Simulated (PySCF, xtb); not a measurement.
boroxine (B₃H₃O₃), SMILES B1OBOBO1.

GFN2-xTB in xtb 6.7.1 at its own geometry gives an orbital gap of 5.69 eV and a dipole moment of 0.00 D.

The structure is a stationary point at ωB97X-D3(BJ)/def2-SVP.

### Question
What does ωB97X/def2-TZVP in PySCF give? (The exact figures need the calculation; the answer reports its results.)

### Answer
gap 13.82 eV (levels -12.11 and 1.71 eV), dipole 0.00 D.
